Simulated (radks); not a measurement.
Results of a calculation; reference values are marked as such.
All-electron atom: the nickel ion Ni4+ in [Ar] 3d6.

Level of theory: Dirac Kohn-Sham, PBEsol, spin-unpolarised, spherical densities, finite nucleus; open shells fill j = l - 1/2 first; Fermi nuclear charge, rms radius 3.7757 fm (a radial shooting solver on a logarithmic mesh with Libxc functionals).

Energy parts (hartree):
| part | energy |
|---|---|
| total | -1514.82218 |
| kinetic | 1539.37417 |
| electron-nucleus | -3585.73781 |
| Hartree | 591.67370 |
| exchange-correlation | -60.13225 |

Orbitals (lengths in bohr, moments of r in powers of bohr):
| orbital | occ. | eigenvalue (hartree) | <r^4> |
|---|---|---|---|
| 1s1/2 | 2 | -303.7794 | 0.00003993 |
| 2s1/2 | 2 | -38.41522 | 0.008744 |
| 2p1/2 | 2 | -33.82008 | 0.006352 |
| 2p3/2 | 4 | -33.17878 | 0.006678 |
| 3s1/2 | 2 | -6.34518 | 0.5974 |
| 3p1/2 | 2 | -4.93280 | 0.7476 |
| 3p3/2 | 4 | -4.84756 | 0.7828 |
| 3d3/2 | 4 | -2.51969 | 1.634 |
| 3d5/2 | 2 | -2.50872 | 1.658 |

The highest occupied level is 3d5/2 at -68.266 eV. The density falls to 0.001 e/bohr^3 at r = 2.46 bohr. Summed over all electrons, <r^2> = 11.00 bohr^2, which gives a Langevin (diamagnetic) susceptibility term of -8.71 x 10^-6 cm^3/mol. The electron density at the nucleus is 1.956e+04 e/bohr^3. For comparison, the ionisation energy in NIST's Atomic Spectra Database is 76.1 eV (semi-empirical). In exact Kohn-Sham theory the highest level is minus the ionisation energy, but local and semilocal functionals leave it too shallow, through self-interaction and a potential that decays too fast; potentials with the right tail come closer.

Beside tabulated values, note that spin-unpolarised runs miss the spin-polarisation part of the exchange energy of open shells.
